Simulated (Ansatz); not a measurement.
Stretching the H–H spacing in H4 chain (multiplicity 1 held). Energies count from the point at 0.900 Å.
Geometry at that point (charge 0, multiplicity 1):
```xyz
4

H      0.00000     0.00000     0.00000
H      0.00000     0.00000     0.90000
H      0.00000     0.00000     1.80000
H      0.00000     0.00000     2.70000
```

Signs of static correlation in cc-pVTZ, with CASSCF(4,4), from Ansatz (a quantum-chemistry and plane-wave program) runs.

```tsv
R (Å)	T1 of restricted CCSD	⟨S²⟩ of UHF	largest double amplitude of restricted CCSD	weight of the CASSCF reference in MRCISD	CASSCF natural occupations
0.700	0.007	0.000	0.054	0.982	1.99 1.97 0.03 0.01
0.800	0.009	0.000	0.066	0.982	1.98 1.96 0.05 0.01
0.900	0.011	0.000	0.092	0.982	1.98 1.94 0.06 0.02
1.100	0.015	0.132	0.149	0.983	1.95 1.90 0.11 0.04
1.300	0.021	[?]	0.209	0.985	1.92 1.83 0.18 0.07
1.500	0.029	1.100	[?]	0.988	1.86 1.74 0.27 0.12
1.800	0.045	1.540	0.387	0.992	1.74 1.57 0.44 0.25
2.100	0.064	1.792	0.513	0.996	1.57 1.40 0.60 0.43
2.500	0.089	1.933	0.642	0.999	1.35 1.23 0.77 0.64
3.000	0.110	1.984	0.694	1.000	1.18 1.11 0.89 0.82
3.600	0.117	1.997	0.672	1.000	1.07 1.04 0.96 0.93
```

Problem. Some entries are withheld; supply them.

Solution. 
- 1.300, ⟨S²⟩ of UHF: 0.708
- 1.500, largest double amplitude of restricted CCSD: 0.274

Doubts at one or more of the structures used: a restricted determinant that unrestricted orbitals would lower (R-CCSD(T)/cc-pVTZ); other coupled-cluster roots lie near (R-CCSD(T)/cc-pVTZ); T1 above 0.05 (R-CCSD(T)/cc-pVTZ, U-CCSD(T)/cc-pVTZ); a spin-contaminated determinant (U-CCSD(T)/cc-pVTZ); the program's own flag: large difference (U-CCSD(T)/cc-pVTZ).
